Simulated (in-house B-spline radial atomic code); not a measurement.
The outermost shell (largest non-relativistic mean radius) with and without relativity; Dirac values are averaged over j. Computed with a radial B-spline atomic code at the basis-set limit: non-relativistic Hartree-Fock and Dirac-Hartree-Fock, averages of the configuration (point nuclei without relativity, finite nuclei with it).

| ion | configuration | outermost shell | radius non-relativistic (bohr) | radius Dirac (bohr) | radius change (%) | level non-relativistic (eV) | level Dirac (eV) | spin-orbit splitting (eV) |
| --- | --- | --- | --- | --- | --- | --- | --- | --- |
| Rb6+ | [Ar] 3d10 4s2 4p1 | 4p | 1.4449 | 1.4366 | -0.57217 | -97.123 | -97.519 | 1.3216 |
| Sr6+ | [Ar] 3d10 4s2 4p2 | 4p | 1.3788 | 1.3705 | -0.60336 | -102.655 | -103.1 | 1.5791 |
| Zr6+ | [Ar] 3d10 4s2 4p4 | 4p | 1.2639 | 1.2555 | -0.67178 | -113.937 | -114.49 | 2.2012 |
| Nb6+ | [Ar] 3d10 4s2 4p5 | 4p | 1.2136 | 1.205 | -0.70866 | -119.689 | -120.3 | 2.5718 |
| Mo6+ | [Ar] 3d10 4s2 4p6 | 4p | 1.1679 | 1.1591 | -0.74708 | -125.514 | -126.19 | 2.9866 |
| Tc6+ | [Kr] 4d1 | 4d | 1.3187 | 1.3268 | 0.6097 | -88.965 | -88.151 | 0.42471 |
| Ru6+ | [Kr] 4d2 | 4d | 1.2602 | 1.2676 | 0.58844 | -93.174 | -92.319 | 0.50733 |
| Rh6+ | [Kr] 4d3 | ? | ? | ? | ? | ? | ? | ? |
| Pd6+ | [Kr] 4d4 | 4d | 1.1588 | 1.1652 | 0.55137 | -101.526 | -100.58 | 0.70423 |
| Ag6+ | [Kr] 4d5 | 4d | 1.1146 | 1.1206 | 0.53477 | -105.678 | -104.68 | 0.82012 |
| Cd6+ | [Kr] 4d6 | 4d | 1.0739 | 1.0795 | 0.5191 | -109.820 | -108.77 | 0.94878 |
| In6+ | [Kr] 4d7 | 4d | 1.0364 | 1.0416 | 0.50415 | -113.956 | -112.86 | 1.0911 |
| Sn6+ | [Kr] 4d8 | ? | ? | ? | ? | ? | ? | ? |
| Sb6+ | [Kr] 4d9 | 4d | 0.96919 | 0.9738 | 0.47578 | -122.218 | -121.01 | 1.4203 |
| Te6+ | [Kr] 4d10 | 4d | 0.93932 | 0.94367 | 0.46258 | -126.346 | -125.07 | 1.6093 |
| I6+ | [Kr] 4d10 5s1 | ? | ? | ? | ? | ? | ? | ? |
| Xe6+ | [Kr] 4d10 5s2 | 5s | 1.7218 | 1.6638 | -3.3669 | -86.808 | -89.912 | - |

(1) Fill in the row of Rh6+.

(2) Fill in the row of Sn6+.

(3) Fill in the row of I6+.

(4) Which member changes most?

## Answers

(1) outermost shell: 4d; radius non-relativistic (bohr): 1.2071; radius Dirac (bohr): 1.214; radius change (%): 0.56914; level non-relativistic (eV): -97.359; level Dirac (eV): -96.459; spin-orbit splitting (eV): 0.60024.

(2) outermost shell: 4d; radius non-relativistic (bohr): 1.0016; radius Dirac (bohr): 1.0065; radius change (%): 0.48975; level non-relativistic (eV): -118.088; level Dirac (eV): -116.93; spin-orbit splitting (eV): 1.2479.

(3) outermost shell: 5s; radius non-relativistic (bohr): 1.7865; radius Dirac (bohr): 1.7273; radius change (%): -3.3151; level non-relativistic (eV): -83.194; level Dirac (eV): -86.122.

(4) Xenon (Xe6+): its 5s shell contracts by 3.4 %.
